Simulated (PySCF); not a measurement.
selenium dioxide anion (O2Se), SMILES O=[Se]=O (connectivity only; charge and spin as stated), charge -1, multiplicity 2. Atoms are numbered in the order given.

```xyz
3

O      0.0000    -1.4122     0.6391
Se     0.0000     0.0000    -0.3008
O      0.0000     1.4122     0.6391
```
Charge -1, spin multiplicity 2.

Coordinates come from a TPSSh-D3(BJ)/def2-SVPD optimisation. The multiplicity is an assumed one; other spin states were not compared.

Method: PySCF 2.14.0 with TPSSh-D3(BJ)/def2-SVPD.

Frequencies are harmonic and unscaled.

Computed normal modes with their intensities:
```tsv
mode	ν (cm⁻¹)	IR (km/mol)	moving atoms (share of kinetic energy)
1	314	18.4	O 83 %, Se 17 %
2	799	41.9	O 88 %, Se 12 %
3	811	212.8	O 78 %, Se 22 %
```
